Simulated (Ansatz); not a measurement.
**Worked example: HBr + Cd(CH3)(NH2) → NH3 + Cd(CH3)Br**

Species: HBr, singlet; Cd(CH3)(NH2), singlet; NH3 (ammonia) `N`, singlet; Cd(CH3)Br, singlet. The partners trade Br for NH2: H–Br and Cd–NH2 bonds give way to H–NH2 and Cd–Br.

Shapes, held fixed at every level: PBE0-D4/def2-TZVP. Programs: Ansatz 0.2.0. Electronic energies: no zero-point or thermal term.

At CCSD(T)/def2-TZVPP; 1 Eh = 2625.50 kJ/mol:

```
     species   energy (Eh)
         HBr  -2573.308574
Cd(CH3)(NH2)   -263.265209
         NH3    -56.475945
   Cd(CH3)Br  -2780.158923
```

Work out ΔE of the reaction at this level.


1. Products less reactants: (-56.475945) + (-2780.158923) − [(-2573.308574) + (-263.265209)] = -0.061085 Eh = -160.4 kJ/mol.

Other levels give -182.8 (BHLYP-D4/def2-TZVPP) to -165.4 kJ/mol (CCSD/def2-TZVPP). No measured value is set beside it here. For atoms past krypton def2 sets carry core potentials with scalar relativity. Relativity is left out for Br unless named. Correlated rows may include outer-core shells of Br, Cd, which these sets cover unevenly.
